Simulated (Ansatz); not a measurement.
Ansatz (a quantum-chemistry and plane-wave program) input:

Ansatz 0.2 input:
```yaml
crystal:
  periodic: [false, false, false]
  atoms:
    - {symbol: Ge, position_ang: [-0.20797344, -0.32913602, -0.25492310]}
    - {symbol: Cl, position_ang: [1.91942568, -0.74187598, -0.07502206]}
    - {symbol: Cl, position_ang: [-0.45798099, 1.62031725, -1.18533905]}
    - {symbol: Cl, position_ang: [-1.06996528, -0.25889111, 1.74021634]}
basis:
  gaussian:
    orbitals: def2-SVP
magnetization: {spin_polarized: true, initial_magnetization: 1}
correlation: {method: ccsd_t, electrons: outside_noble_gas}
```

Predict the final energy.

-3453.79243 Eh (CCSD(T)/def2-SVP). The basis has 86 functions.

It need not be the lowest isomer of its formula.
